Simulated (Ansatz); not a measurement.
Species: MoH (charge 0, quartet). The spin state was set by rule; other spins were not relaxed. 
Geometry from a B3LYP-D3(BJ)/def2-TZVP (Ansatz, an electronic-structure program) optimisation:
SMILES: [MoH]
```xyz
2

Mo     0.0000     0.0000    -0.0396
H      0.0000     0.0000     1.6640
```
Charge 0, spin multiplicity 4.

Total electronic energies in hartree. Correlated levels leave the core frozen unless marked. Open shells are spin-unrestricted. No spin-orbit coupling. The frozen core is the preceding noble-gas configuration, with the filled d and f shells of earlier blocks. In def2 rows, elements after Kr have scalar-relativistic effective core potentials. CBS marks a two-point X^-3 extrapolation of the correlation energy; Hartree-Fock from the larger set. The bracket is a focal-point correction in the basis named. The program attaches cautions to a run behind HF/def2-SVPD: other amplitudes. The program attaches cautions to a run behind HF/def2-TZVPPD: other amplitudes. The program attaches cautions to a run behind SCS-MP2/def2-SVP: other amplitudes. The program attaches cautions to a run behind SCS-MP2/def2-TZVPPD: other amplitudes. The program attaches cautions to a run behind SCS-MP2/def2-QZVPPD: other amplitudes. The program attaches cautions to a run behind CCSD(T)/def2-TZVPP: other amplitudes. The program attaches cautions to a run behind CCSD(T)/def2-TZVPPD: other amplitudes. The program attaches cautions to a run behind RI-MP2/CBS(def2-TZVPP,def2-QZVPP)+[CCSD(T)-MP2]/def2-QZVPP: other amplitudes. The program attaches cautions to a run behind CCSD(T)/CBS(def2-TZVPPD,def2-QZVPPD): other amplitudes.

The UHF reference is spin-contaminated (<S^2> 1.03 over the pure value in the largest basis). The T1 diagnostic of CCSD in the largest basis is 0.135, which is high, so the coupled-cluster rows are less sure than usual.

```tsv
level	program	energy (Eh)
HF/def2-SVPD	Ansatz	-68.02716
HF/def2-TZVPPD	Ansatz	-68.04981
SVWN5/def2-TZVPD	Ansatz	-68.48638
PBE/def2-TZVPD	Ansatz	-68.67364
BLYP-D3(BJ)/def2-TZVPD	Ansatz + dftd3	-68.63267
revPBE-D3(BJ)/def2-TZVPD	Ansatz + dftd3	-68.71865
r2SCAN-D3(BJ)/def2-TZVPD	Ansatz + dftd3	-68.69418
B3LYP-D3(BJ)/def2-TZVPD	Ansatz + dftd3	-68.68635
PBE0-D3(BJ)/def2-TZVP	Ansatz + dftd3	-68.64592
PBE0/def2-TZVP	Ansatz	-68.64545
BHLYP/def2-TZVPD	Ansatz	-68.55498
r2SCAN0-D4/def2-TZVPD	Ansatz + dftd4	-68.65338
HSE06-D4/def2-TZVPD	Ansatz + dftd4	-68.64556
B2PLYP-D3(BJ)/def2-TZVPD	Ansatz + dftd3	-68.46714
RPA@PBE/def2-TZVPP	Ansatz	-68.29227
RI-MP2/def2-QZVPPD	Ansatz	-68.17030
SCS-MP2/def2-SVP	Ansatz	-68.09386
SCS-MP2/def2-TZVPPD	Ansatz	-68.14111
SCS-MP2/def2-QZVPPD	Ansatz	-68.14870
CCSD(T)/def2-TZVPP	Ansatz	-68.23529
CCSD(T)/def2-TZVPPD	Ansatz	-68.23553
RI-MP2/CBS(def2-TZVPP,def2-QZVPP)+[CCSD(T)-MP2]/def2-QZVPP	Ansatz	-68.2462
CCSD(T)/CBS(def2-TZVPPD,def2-QZVPPD)	Ansatz	-68.2436
```

Totals of different functionals don't rank their quality; only differences between species are comparable.
